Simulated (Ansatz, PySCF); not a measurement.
Species: sum formula KOH, charge 0, multiplicity 1. SMILES: [OH][K]
Geometry from a B3LYP-D3(BJ)/def2-TZVP (Ansatz, a quantum-chemistry and plane-wave program) optimisation:
```xyz
3

K      0.0000     0.0000    -0.7485
O      0.0000     0.0000     1.4737
H      0.0000     0.0000     2.4311
```
Charge 0, spin multiplicity 1.

Quantity: atomisation energy (electronic, to ground-state atoms), in kcal/mol. Correlated levels leave the core frozen unless marked. UHF or UKS for open shells. Spin-orbit coupling is left out. Frozen are the shells of the preceding noble gas and the d and f shells that filled before the atom's block. The outer core of K, Ca and their heavier congeners is not correlated, a term that matters for these elements. No relativistic terms. FCI takes restricted orbitals. CBS(X,Y): correlation extrapolated as X^-3; Hartree-Fock from the larger set. The bracket is a focal-point correction in the basis named.

| level | program | atomisation energy (kcal/mol) |
|---|---|---|
| HF/def2-QZVPPD | Ansatz | 109.2 |
| BLYP-D3(BJ)/def2-TZVPD | Ansatz + dftd3 | 190.0 |
| revPBE/def2-TZVPD | Ansatz | 183.4 |
| M06-L-D4/def2-TZVPD | PySCF + dftd4 | 191.6 |
| r2SCAN-D4/def2-TZVPD | Ansatz + dftd4 | 187.5 |
| PBE0/6-31G* | Ansatz | 176.2 |
| r2SCANh-D4/def2-TZVPD | Ansatz + dftd4 | 184.1 |
| LC-wPBE-D3(BJ)/def2-TZVPD | Ansatz + dftd3 | 188.5 |
| RPA@PBE/def2-TZVPP | Ansatz | 167.9 |
| MP2/6-31G | Ansatz | 144.8 |
| MP2/def2-TZVPPD | Ansatz | 191.1 |
| SCS-MP2/6-31G | Ansatz | 144.3 |
| SCS-MP2/def2-TZVPP | Ansatz | 185.0 |
| CCSD/6-31G | Ansatz | 141.5 |
| CCSD/def2-SVPD | Ansatz | 177.1 |
| CCSD/def2-QZVPPD | Ansatz | 183.8 |
| CCSD/CBS(def2-TZVPP,def2-QZVPP) | Ansatz | 186.4 |
| CCSD(T)/6-31G | Ansatz | 142.3 |
| FCI/STO-3G | Ansatz | 61.9 |
| RI-MP2/CBS(def2-TZVPP,def2-QZVPP)+[CCSD(T)-MP2]/def2-SVP | Ansatz | 194.0 |
